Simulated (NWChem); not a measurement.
System: C3H4BFO; SMILES C=C=CB(O)F

NWChem input:

```
start job
memory heap 200 mb stack 900 mb global 1100 mb
geometry units angstroms
  C     -2.713771    -0.133633     0.399564
  C     -1.471174    -0.472856     0.481431
  C     -0.204556    -0.780317     0.540182
  B      0.915109     0.063656    -0.146894
  O      2.226710    -0.212787    -0.115367
  F      0.588012     1.159147    -0.833924
  H     -3.171533     0.518883     1.125047
  H     -3.346366    -0.487970    -0.396621
  H      0.077295    -1.668666     1.095933
  H      2.502397    -0.989888     0.366986
end
basis spherical
  * library def2-svp
end
dft
  xc pbe0
  iterations 150
end
driver
  maxiter 120
end
task dft optimize
task dft freq
```

The level has its own optimisation; frequencies are unscaled. Brackets give each atom's bonded neighbours.

**Question.** What results follow from this input? (PBE0/def2-SVP.) Quantities: r C–C [C(CC)–C(CHH)] (Å); r C–H [C(CHH)–H(C)] (Å); r C–C [C(BCH)–C(CC)] (Å); r B–C (Å); highest harmonic frequency (cm⁻¹); lowest (cm⁻¹); zero-point energy (kcal/mol); dipole (D).

**Answer.** r C–C [C(CC)–C(CHH)] (Å): 1.305
r C–H [C(CHH)–H(C)] (Å): 1.095
r C–C [C(BCH)–C(CC)] (Å): 1.315
r B–C (Å): 1.561
highest harmonic frequency (cm⁻¹): 3940
lowest (cm⁻¹): 64
zero-point energy (kcal/mol): 43.2
dipole (D): 2.75
